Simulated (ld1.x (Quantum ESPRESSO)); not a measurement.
Pseudopotential generation for promethium: TM, PBEsol, scalar-relativistic.

ld1.x (Quantum ESPRESSO) 7.5 input, shortened:

```
&input
   title='Pm', zed=61., rel=1, dft='PBESOL', iswitch=3,
   config='[Xe] 4f5 5d0 6s2 6p0'
 /
 &inputp
   pseudotype=2, tm=.true., lloc=0,
   nlcc=.true., rcore=1.65
 /
4
5P  2  1   6.00   0.00  1.90  1.90  0.0
5D  3  2   0.00   0.00  2.90  2.90  0.0
4F  4  3   5.00   0.00  1.60  1.60  0.0
5S  1  0   2.00   0.00  1.95  1.95  0.0
 &test
   configts(1)='4f5 5s2 5p6 5d0 6s2 6p0'
 /
```

Occupied shells without a wave of their own: 6s. They enter only through the test configuration that unscreens the potential, and ld1.x also counts them in the model core charge.

Poles of the logarithmic derivatives, all-electron (AE) and pseudo (PS). s: poles at -3.0, 2.2 (AE) and -3.0, 1.7 (PS) Ry. p: poles at -1.5, 3.3 (AE) and -1.5, 3.2 (PS) Ry. d: poles at 0.6 (AE) and 0.6 (PS) Ry. f: poles at -0.1, 3.1 (AE) and -0.1, 3.2 (PS) Ry. Test radius 3.14 bohr.

- Cutoffs needed: 160 Ry and 230 Ry (the cutoffs (Ry, on a coarse ladder) from which the occupation-weighted sum of valence levels, in a spherical-Bessel basis at the reference potential, stays within 10 and 1 mRy of its value at 400 Ry)
- Ghost test: no extra level below or beside the all-electron valence levels (p, d, f, s tested) (spherical-Bessel basis up to 400 Ry, 20 bohr box)
- Largest excitation error: -2396 meV (all-electron minus pseudo) for 4f4 5s2 5p6 5d0 6s0 6p0, out of 7 test configurations

ld1.x takes every shell without a wave as core, so the model core holds the 6s electrons as well and exchange and correlation see them twice. This cancels in the reference configuration, but the file is broken for other ones, and its errors say nothing about a proper core correction.
